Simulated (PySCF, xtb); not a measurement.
C3H, SMILES [CH+][C][C] (connectivity only; charge and spin as stated), charge +1, multiplicity 1.

GFN2-xTB in xtb 6.7.1 at its own geometry gives an orbital gap of 1.36 eV.

Geometry optimised at PBE0-D3(BJ)/def2-TZVP.

Problem. What does PySCF with ωB97X/def2-TZVPD give? (An estimate is asked for; the answer gives what the named calculation found.)

Solution. gap 10.12 eV (levels -19.67 and -9.55 eV).
